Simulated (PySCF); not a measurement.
SMILES C(=Cc1cccs1)c1cccnc1 (C11H9NS), GFN2-xTB optimised geometry.

```
22

C      0.22     0.14     0.00
C     -0.66    -0.87     0.00
C     -2.09    -0.71     0.00
C     -2.86     0.42     0.00
C     -4.24     0.16     0.00
C     -4.52    -1.17     0.00
S     -3.10    -2.13     0.00
C      1.66     0.01     0.00
C      2.35    -1.21     0.00
C      3.73    -1.21     0.00
C      4.40     0.01     0.00
N      3.77     1.17     0.00
C      2.45     1.17     0.00
H     -0.14     1.16     0.00
H     -0.32    -1.90     0.00
H     -2.44     1.42     0.00
H     -4.99     0.93     0.00
H     -5.48    -1.65     0.00
H      1.81    -2.15     0.00
H      4.28    -2.14     0.00
H      5.48     0.06     0.00
H      1.99     2.15     0.00
```

Density from PySCF with PBE0/def2-SVP at that geometry.

Minimum of the electron density along straight lines between bonded atoms, close to the bond critical point (lines longer than 1.1 times the sum of covalent radii, or with two minima, are not listed):

| bond | length / Å | ρ at the minimum / e bohr⁻³ | ∇²ρ there / e bohr⁻⁵ | position (fraction from the first atom) |
|---|---|---|---|---|
| C1–C2 | 1.344 | 0.331 | -0.86 | 0.50 |
| C2–C3 | 1.431 | 0.286 | -0.71 | 0.49 |
| C3–C4 | 1.373 | 0.315 | -0.79 | 0.51 |
| C4–C5 | 1.406 | 0.299 | -0.74 | 0.50 |
| C5–C6 | 1.360 | 0.322 | -0.82 | 0.49 |
| C3–S7 | 1.744 | 0.208 | -0.42 | 0.46 |
| C6–S7 | 1.714 | 0.218 | -0.48 | 0.47 |
| C1–C8 | 1.446 | 0.279 | -0.68 | 0.50 |
| C8–C9 | 1.399 | 0.304 | -0.76 | 0.50 |
| C9–C10 | 1.382 | 0.313 | -0.80 | 0.50 |
| C10–C11 | 1.388 | 0.313 | -0.81 | 0.50 |
| C11–N12 | 1.323 | 0.350 | -0.98 | 0.35 |
| C8–C13 | 1.402 | 0.306 | -0.77 | 0.50 |
| N12–C13 | 1.317 | 0.354 | -0.97 | 0.65 |
| C1–H14 | 1.082 | 0.283 | -1.07 | 0.63 |
| C2–H15 | 1.081 | 0.283 | -1.07 | 0.63 |
| C4–H16 | 1.075 | 0.284 | -1.09 | 0.63 |
| C5–H17 | 1.076 | 0.284 | -1.10 | 0.63 |
| C6–H18 | 1.072 | 0.286 | -1.12 | 0.64 |
| C9–H19 | 1.080 | 0.284 | -1.09 | 0.63 |
| C10–H20 | 1.079 | 0.284 | -1.08 | 0.63 |
| C11–H21 | 1.082 | 0.287 | -1.12 | 0.64 |
| C13–H22 | 1.083 | 0.286 | -1.11 | 0.63 |
